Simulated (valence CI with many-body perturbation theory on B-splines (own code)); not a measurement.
**Energy levels of Ir72+**

Level of theory: valence CI with perturbative core correlation (CI+MBPT): three valence electrons over a frozen Dirac-Fock core [He], radial functions for each j: 9 s, 9 p, 8 d, 6 f, 3 g, 1 h, with the one-electron correlation potential Σ1, the two-electron term Σ2, the three-electron term Σ3, Breit, model QED; selected CI, second order for the rest, scaled by the run's own slope (own B-spline code, finite nucleus).

No measured spectrum was set against this ion. As an estimate, large intervals hold to a few tenths of a per cent, small ones and those within an open d or f shell to about a per cent.

Levels 1 to 42 of 42, with energies above the lowest level, (2s^2 2p1/2) J=1/2. "Leading %" is the weight of the configuration and term that name the level; weights of strongly mixed levels are sums over their largest components and can fall short, so below about 35 % the name and the second component can differ from the true leading terms, or belong to a minority configuration. In the jj column 3d3/2^4 stands for four electrons in 3d with j = 3/2. Lifetimes count E1, E2, E3, M1 and M2 decay at the calculated energies, and are blank where another channel may lead or the interval is too uncertain; long ones can be off by a factor of two.

```tsv
No.	Configuration	Term	J	E (eV)	Leading %	g	Lifetime	Second component	Leading jj
1	2s²2p	²P°	1/2	0	100	0.610			2s^2 2p1/2 (100 %)
2	2s2p²	⁴P	1/2	291	49	2.012	35.4 ps	32 % 2s2p² ²S	2s 2p1/2^2 (100 %)
3	2s²2p	²P°	3/2	1756	99	1.294	11.8 ps		2s^2 2p3/2 (99 %)
4	2s2p²	⁴P	3/2	1961	90	1.613	5.43 ps	7 % 2s2p² ²D	2s 2p1/2 2p3/2 (100 %)
5	2s2p²	²D	5/2	2003	64	1.299	102 ps	36 % 2s2p² ⁴P	2s 2p1/2 2p3/2 (100 %)
6	2s2p²	²P	1/2	2080	68	1.272	52.9 fs	32 % 2s2p² ⁴P	2s 2p1/2 2p3/2 (100 %)
7	2s2p²	²D	3/2	2082	61	0.971	57.6 fs	38 % 2s2p² ²P	2s 2p1/2 2p3/2 (100 %)
8	2p³	²P°	3/2	2383	49	1.306	76.2 fs	27 % 2p³ ²D°	2p1/2^2 2p3/2 (99 %)
9	2s2p²	⁴P	5/2	3735	64	1.414	247 fs	36 % 2s2p² ²D	2s 2p3/2^2 (100 %)
10	2s2p²	²S	1/2	3851	68	1.917	67.5 fs	20 % 2s2p² ⁴P	2s 2p3/2^2 (100 %)
11	2s2p²	²P	3/2	3851	59	1.164	36.1 fs	32 % 2s2p² ²D	2s 2p3/2^2 (100 %)
12	2p³	⁴S°	3/2	4086	55	1.430	37.4 fs	44 % 2p³ ²D°	2p1/2 2p3/2^2 (100 %)
13	2p³	²D°	5/2	4109	100	1.157	39.3 fs		2p1/2 2p3/2^2 (100 %)
14	2p³	²P°	1/2	4171	100	0.610	35.0 fs		2p1/2 2p3/2^2 (100 %)
15	2p³	²P°	3/2	5888	51	1.283	25.0 fs	28 % 2p³ ²D°	2p3/2^3 (100 %)
16	2s²3s	²S	1/2	11673	98	1.979	2.77 fs		2s^2 3s (98 %)
17	2s²3p	²P°	1/2	11769	96	0.655	72.8 fs		2s^2 3p1/2 (96 %)
18	2s2p3s	⁴P°	1/2	11868	85	2.347	3.09 fs	14 % 2s2p3s ²P°	2s 2p1/2 3s (99 %)
19	2s2p3s	⁴P°	3/2	11897	58	1.523	2.77 fs	42 % 2s2p3s ²P°	2s 2p1/2 3s (100 %)
20	2s2p3s	²P°	1/2	11930	95	0.686	3.52 fs	4 % 2s2p3s ⁴P°	2s 2p1/2 3s (99 %)
21	2s2p3p	⁴D	1/2	11948	72	0.258	4.08 fs	22 % 2s2p3p ²P	2s 2p1/2 3p1/2 (100 %)
22	2s2p3p	⁴D	3/2	11978	39	1.079	1.63 fs	34 % 2s2p3p ²D	2s 2p1/2 3p1/2 (100 %)
23	2s2p3p	⁴P	1/2	12027	45	1.900	3.07 fs	31 % 2s2p3p ²S	2s 2p1/2 3p1/2 (99 %)
24	2p²3s	⁴P	1/2	12215	45	1.977	3.49 fs	31 % 2p²3s ²S	2p1/2^2 3s (97 %)
25	2s²3p	²P°	3/2	12287	98	1.317	56.6 fs		2s^2 3p3/2 (98 %)
26	2p²3p	²P°	1/2	12291	46	0.641	956 as	37 % 2p²3p ⁴D°	2p1/2^2 3p1/2 (98 %)
27	2s²3d	²D	3/2	12348	98	0.783	467 as		2s^2 3d3/2 (98 %)
28	2s2p3p	⁴P	3/2	12480	31	1.384	4.80 fs	27 % 2s2p3p ⁴D	2s 2p1/2 3p3/2 (100 %)
29	2s²3d	²D	5/2	12483	88	1.197	586 as	4 % 2s2p3p ⁴D	2s^2 3d5/2 (88 %)
30	2s2p3p	⁴D	5/2	12516	38	1.296	4.59 fs	36 % 2s2p3p ²D	2s 2p1/2 3p3/2 (89 %)
31	2s2p3p	²D	3/2	12518	42	1.240	2.16 fs	24 % 2s2p3p ²P	2s 2p1/2 3p3/2 (100 %)
32	2s2p3p	²P	1/2	12522	44	1.334	1.37 fs	20 % 2s2p3p ²S	2s 2p1/2 3p3/2 (99 %)
33	2s2p3d	⁴F°	3/2	12529	69	0.572	1.83 fs	14 % 2s2p3d ²D°	2s 2p1/2 3d3/2 (100 %)
34	2s2p3d	⁴F°	5/2	12562	40	0.996	2.86 fs	34 % 2s2p3d ²F°	2s 2p1/2 3d3/2 (99 %)
35	2s2p3d	²P°	3/2	12580	30	1.145	394 as	23 % 2s2p3d ²D°	2s 2p1/2 3d3/2 (99 %)
36	2s2p3d	⁴D°	1/2	12584	53	0.438	394 as	41 % 2s2p3d ²P°	2s 2p1/2 3d3/2 (99 %)
37	2s2p3d	⁴P°	5/2	12677	33	1.297	527 as	30 % 2s2p3d ⁴D°	2s 2p1/2 3d5/2 (100 %)
38	2s2p3d	²F°	7/2	12708	41	1.216	538 as	36 % 2s2p3d ⁴F°	2s 2p1/2 3d5/2 (100 %)
39	2s2p3d	²F°	5/2	12720	46	1.075	539 as	26 % 2s2p3d ²D°	2s 2p1/2 3d5/2 (99 %)
40	2s2p3d	²P°	3/2	12721	39	1.123	546 as	31 % 2s2p3d ²D°	2s 2p1/2 3d5/2 (96 %)
41	2p²3p	²P°	3/2	12826	34	1.315	1.93 fs	19 % 2p²3p ⁴D°	2p1/2^2 3p3/2 (96 %)
42	2p²3d	²D	3/2	12871	43	0.780	2.84 fs	32 % 2p²3d ⁴F	2p1/2^2 3d3/2 (98 %)
```

The ionisation energy to 2s² ¹S0 of the next ion comes out as 20642 eV (NIST: 20650 ± 70 eV (theoretical)). All 42 levels together are meant to be complete up to 13018 eV.
